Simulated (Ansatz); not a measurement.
`[CH3][Al]([SH])[Br]` + H₂S → `[SH][Al]([SH])[Br]` + CH₄ at 298.15 K and 1 bar (ligand exchange at the Al–C bond).

Calculated with Ansatz (gas phase, PBE0-D4/def2-TZVP geometries, no zero-point term in ΔE). CCSD(T)/CBS adds triple-zeta CCSD(T) − MP2 to the extrapolated MP2 energy (def2 sets, frozen cores). This one scheme is used for every species. For Br outer-core shells are correlated without core-valence functions, which leaves a few kJ/mol of doubt a bond. Scalar relativity is left out up to krypton. One conformer a species, not always the lowest.

| species | CCSD(T)/CBS energy (Eh) | H − E (kJ/mol) | S (J/(mol·K)) |
| --- | --- | --- | --- |
| `[CH3][Al]([SH])[Br]` | -3253.69870 | 143.6 | 370.7 |
| H₂S | -398.97279 | 49.9 | 205.7 |
| `[SH][Al]([SH])[Br]` | -3612.25123 | 74.6 | 357.5 |
| CH₄ | -40.46206 | 127.4 | 186.2 |

H − E and S are ideal-gas, rigid-rotor, harmonic terms from PBE0-D4/def2-TZVP, for one conformer and one mirror image of each species. 1 Eh = 2625.50 kJ/mol, R = 8.31446 J/(mol·K).

Task: By hand: ΔE, ΔH, ΔS and ΔG.

Result: ΔE = (-3612.25123) + (-40.46206) − (-3253.69870) − (-398.97279) = -0.04180 Eh = -109.7 kJ/mol. Δ(H − E) = 74.6 + 127.4 − 143.6 − 49.9 = 8.5, so ΔH = -101.2 kJ/mol. ΔS = 357.5 + 186.2 − 370.7 − 205.7 = -32.7 J/(mol·K). ΔG = -101.2 − 298.15 × (-32.7)/1000 = -91.5 kJ/mol.

Task: By hand: the equilibrium constant, and the temperature at which ΔG would vanish if ΔH and ΔS stayed fixed.

Result: log₁₀ K = −ΔG/(RT ln 10) = 16.0. ΔG = 0 at ΔH/ΔS = 3095 K, far beyond where these terms or the molecules hold.

ΔH outweighs TΔS. A doubt of 5 kJ/mol in ΔE shifts log₁₀ K by 0.9 here. Other conformers and mirror images would add mixing entropy, several J/(mol·K) or more a flexible species. Modes under 60 cm⁻¹, often nearly free rotors, make the harmonic entropy too high. These are equilibria of isolated gas molecules and say nothing of rates. Largest T1 diagnostic: 0.009 (customary marks: 0.02 for closed shells, 0.045 for open ones).
